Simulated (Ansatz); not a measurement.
`F[SiH](S)[GaH2]` + CH₃OH → `CO[SiH](F)S` + `[GaH3]` at 700 K and 1 bar (cleavage of the Si–Ga bond).

Isolated molecules relaxed with PBE0-D4/def2-TZVP in Ansatz; ΔE leaves out vibrations. CBS: MP2 limit from def2 TZ/QZ plus the TZ coupled-cluster correction, frozen cores. This one scheme is used for every species. For Ga outer-core shells are correlated without core-valence functions, which leaves a few kJ/mol of doubt a bond. Scalar relativity is left out up to krypton. One conformer a species, not always the lowest.

```
          species  CCSD(T)/CBS energy (Eh)  H − E (kJ/mol)  S (J/(mol·K))
`F[SiH](S)[GaH2]`              -2713.06708           167.2          477.1
            CH₃OH               -115.61712           170.8          288.5
    `CO[SiH](F)S`               -903.01589           247.2          482.4
         `[GaH3]`              -1925.70545            80.8          262.3
```

H − E and S are ideal-gas, rigid-rotor, harmonic terms from PBE0-D4/def2-TZVP, for one conformer and one mirror image of each species. 1 Eh = 2625.50 kJ/mol, R = 8.31446 J/(mol·K).

Question: By hand: ΔE, ΔH, ΔS and ΔG.

Answer: ΔE = (-903.01589) + (-1925.70545) − (-2713.06708) − (-115.61712) = -0.03714 Eh = -97.5 kJ/mol. Δ(H − E) = 247.2 + 80.8 − 167.2 − 170.8 = -10.0, so ΔH = -107.5 kJ/mol. ΔS = 482.4 + 262.3 − 477.1 − 288.5 = -20.9 J/(mol·K). ΔG = -107.5 − 700 × (-20.9)/1000 = -92.9 kJ/mol.

Question: By hand: the equilibrium constant, and the temperature at which ΔG would vanish if ΔH and ΔS stayed fixed.

Answer: log₁₀ K = −ΔG/(RT ln 10) = 6.9. ΔG = 0 at ΔH/ΔS = 5144 K, far beyond where these terms or the molecules hold.

ΔH outweighs TΔS. A doubt of 5 kJ/mol in ΔE shifts log₁₀ K by 0.4 here. Other conformers and mirror images would add mixing entropy, several J/(mol·K) or more a flexible species. These are equilibria of isolated gas molecules and say nothing of rates. Largest T1 diagnostic: 0.013 (customary marks: 0.02 for closed shells, 0.045 for open ones).
